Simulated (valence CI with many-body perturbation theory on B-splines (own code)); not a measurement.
Values are calculated unless marked as measured or tabulated.
## From CI to CI+MBPT in Cs16+

Method: configuration interaction combined with many-body perturbation theory (CI+MBPT): three valence electrons over a frozen Dirac-Fock core [Kr], a basis of 9 s, 9 p, 10 d, 8 f, 5 g, 3 h, 1 i functions for each j, with the one-electron correlation potential Σ1 (screened to all orders), the two-electron term Σ2, the three-electron term Σ3, Breit, model QED; selected single and double excitations, second order for the rest (own B-spline code, finite nucleus).

No measured levels were compared; by estimate terms of the open shell hold to 2 to 4 % of their energy, and close levels can change places. Only levels of the ground parity were solved; by the run's estimate the other parity begins above the list, which can be wrong where configurations are misplaced.

Each rung adds one term. CI alone is the Dirac-Coulomb CI over the frozen core; QED comes last and gives the full result, which names the levels. Energies are above 4d³ ⁴F_3/2 on the same rung, in cm⁻¹.

Names give the largest LS component (configuration and term), which can be under half, so a name can repeat, a term be missing and a line seem to break the LS rules; names also repeat where a configuration has a term twice. Letters in brackets count levels of one name in rising energy.

```csv
Level,CI alone,+ Σ1,+ Σ2,+ Σ3,+ Breit,Full
4d³ ⁴F_5/2,13554,13821,13918,14016,13465,13519
4d³ ⁴F_7/2,24526,24925,24808,24844,23978,24055
4d³ ⁴F_9/2,31969,32382,31593,31460,30542,30616
4d³ ⁴P_3/2,31724,31910,31392,31372,31037,31072
4d³ ⁴P_1/2,36795,37056,36266,36257,35756,35807
4d³ ²G_7/2,50445,50960,49658,49228,48207,48304
4d³ ²H_9/2,52746,53311,51363,51234,50030,50137
4d³ ⁴P_5/2,53109,53597,53077,52853,51890,51987
4d³ ²D_3/2 [a],60111,60680,60818,60383,59330,59442
4d³ ²P_1/2,63567,64165,64012,64216,63095,63211
4d³ ²H_11/2,70966,71644,68362,68106,66683,66803
4d³ ²D_5/2 [a],74898,75574,75065,74108,72832,72959
4d³ ²G_9/2,80610,81532,79956,79580,77745,77922
4d³ ²F_5/2,87537,88063,84867,84016,83146,83238
4d³ ²F_7/2,89504,90137,86827,86057,84859,84971
4d³ ²P_3/2,87153,88042,88926,88846,87149,87327
4d³ ²D_3/2 [b],128949,129679,128305,126800,125602,125732
4d³ ²D_5/2 [b],130315,131144,131182,129930,128442,128599
```

Task: How does the ionisation energy move along the ladder, and which term matters most?

Result: CI alone 410.64, + Σ1 412.89, + Σ2 414.23, + Σ3 414.24, + Breit 414.12, + QED 414.15 eV. The largest step is Σ1, 2.26 eV. NIST lists 413 ± 3 eV (theoretical).
